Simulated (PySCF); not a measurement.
# Tm: electron affinity

Tm⁻ [Xe] 4f13 6s2 6p1 [4f5/2^6 4f7/2^7 6p1/2^1, M_J = 3] → Tm [Xe] 4f13 6s2 [4f5/2^6 4f7/2^7, M_J = 7/2], as a difference of total energies. Computed with PySCF 2.14 in x2c-TZVPall-2c with one added diffuse shell each of s, p, d, f type (12s12p11d5f1g, 147 functions), with the two-component X2C-1e Hamiltonian. Correlated levels: [Ar] 3d10 frozen; the 18 highest virtual spinors dropped. "Screened" scales the spin-orbit matrix elements by Boettger's factors to mimic the two-electron term; Breit and QED terms are absent.

```
                    method  electron affinity (eV)
 GHF (screened spin-orbit)                  -0.213
GMP2 (screened spin-orbit)                  -0.239
```

The configuration of this anion was assumed by filling the next shell in order. It is not the known or likely ground configuration (Ca⁻, Sr⁻ and Ba⁻, for instance, bind a p electron), so these values are not the electron affinity of the element.

The labels give the starting determinants; with spin-orbit coupling the two ends relaxed to ⟨J²⟩ = 13.15, ⟨L²⟩ = 11.16, ⟨S²⟩ = 1.70 and ⟨J²⟩ = 15.76, ⟨L²⟩ = 12.11, ⟨S²⟩ = 0.85.

A negative affinity means that the anion lies above the atom at that level of theory.

The determinant of Tm⁻ mixes levels of different J (the jj label is only the starting occupation), so the difference between spin-free and spin-orbit rows is not the physical spin-orbit shift.
